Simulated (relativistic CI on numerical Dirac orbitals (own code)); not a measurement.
## Slater and spin-orbit integrals, Dy10+

These numbers are calculated, not measured: Dirac-Coulomb-Breit CI, KLI orbitals optimised for each configuration, model QED, unscaled Slater integrals (own radial code, finite nucleus).

Slater integrals F^k, G^k are unscaled and averaged over j, outside the closed core [Ar] 3d10 4p6 4d10; ζ comes from projecting the Hamiltonian with its Breit term on Σ l·s of the shell.

- 4s2.4f8.5s2: F^2(4f,4f) = 140400, F^4(4f,4f) = 89035, F^6(4f,4f) = 64328, ζ(4f) = 2054.8 cm⁻¹; <r>(4f) = 0.7009, <r^2>(4f) = 0.594 (bohr units).
- 4s2.4f10: F^2(4f,4f) = 134160, F^4(4f,4f) = 84816, F^6(4f,4f) = 61200, ζ(4f) = 1854 cm⁻¹; <r>(4f) = 0.7278, <r^2>(4f) = 0.643 (bohr units).
- 4s2.4f9.5s: F^2(4f,4f) = 137160, F^4(4f,4f) = 86840, F^6(4f,4f) = 62699, ζ(4f) = 1952.8, G^3(4f,5s) = 34434 cm⁻¹; <r>(4f) = 0.7146, <r^2>(4f) = 0.6188, <r>(5s) = 1.162, <r^2>(5s) = 1.504 (bohr units).

Averages of the first 8 configurations, taken without configuration mixing, which lowers the lowest level and can move excited configurations by several eV; other configurations of the list can lie among them:

```
  Configuration  Parity  States  Average energy above the lowest level (eV)
    4s2.4f8.5s2    even    3003                                        12.0
       4s2.4f10    even    1001                                        75.6
     4s2.4f9.5s     odd    4004                                        41.8
 4s2.4f7.5s2.6s     odd    6864                                        80.1
     4s2.4f9.6s     odd    4004                                       133.7
4s2.4f6.5s2.6s2    even    3003                                       160.4
    4s2.4f8.6s2    even    3003                                       202.8
     4s.4f10.5s    even    4004                                       461.5
```
